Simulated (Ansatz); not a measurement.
Ansatz (a program for electronic structure) input (CCSD(T,core; 1s of Na to Cl frozen)/cc-pwCVTZ):
A basis named .json is the Basis Set Exchange file of that set.

Ansatz 0.2 input:
```yaml
crystal:
  periodic: [false, false, false]
  atoms:
    - {symbol: O, position_ang: [-0.35430591, 1.36020506, 0.13305980]}
    - {symbol: S, position_ang: [-0.23161050, -0.04337790, -0.35678804]}
    - {symbol: O, position_ang: [-0.87606018, -1.00492282, 0.56807944]}
    - {symbol: O, position_ang: [1.48814623, -0.30474803, -0.07230899]}
    - {symbol: H, position_ang: [1.64352704, 0.28977270, 0.67796676]}
basis:
  gaussian:
    orbitals: cc-pwCVTZ.json
total_charge: -1
magnetization: {spin_polarized: false}
correlation: {method: ccsd_t, frozen_orbitals: {H: 0, O: 0, S: 1}}
```

End of the output:

```
integrals: 0.82 GiB planned
1224 factors; integrals over basis functions are off by at most 7.8e-4 eV
mean field: 0.74 GiB planned
mean field evaluation 1: about -16942.8750 eV, gradient 4.7e1 eV
mean field evaluation 2: about -16943.3756 eV, gradient 4.9e1 eV
mean field evaluation 4: about -16947.5975 eV, gradient 4.4e0 eV
mean field evaluation 8: about -16947.6800 eV, gradient 4.7e-1 eV
mean field evaluation 16: about -16947.6807 eV, gradient 3.0e-6 eV
mean field -16947.68071355 eV, -622.8157786724 hartree, gradient 3.0e-6 eV, S^2 0.000000; 0 other end points of the search recorded, 0 dependent functions left out
1 core orbitals not correlated
reference -16947.68071355 eV, -622.8157786724 hartree; 20, 20 occupied and 181, 181 virtual orbitals, 1224 factors
second order -36.93665383 eV of doubles, -0.00000000 eV of singles
coupled cluster: 1.85 GiB planned
cycle   1  -35.93547463 eV  change     1.0e0 eV  update   1.4e-1
cycle   2  -36.71564788 eV  change   -7.8e-1 eV  update   4.7e-2
cycle   3  -36.89838881 eV  change   -1.8e-1 eV  update   2.3e-2
cycle   4  -36.86730038 eV  change    3.1e-2 eV  update   7.5e-3
cycle   5  -36.86085022 eV  change    6.5e-3 eV  update   3.7e-3
cycle   6  -36.86435428 eV  change   -3.5e-3 eV  update   1.2e-3
cycle   7  -36.86383609 eV  change    5.2e-4 eV  update   4.7e-4
cycle   8  -36.86350977 eV  change    3.3e-4 eV  update   1.4e-4
cycle   9  -36.86358948 eV  change   -8.0e-5 eV  update   6.9e-5
cycle  10  -36.86359061 eV  change   -1.1e-6 eV  update   2.7e-5
perturbative correction -1.26357456 eV, -0.0464355087 hartree
Total energy: -16985.80787873 eV, -624.2169261491 hartree
```
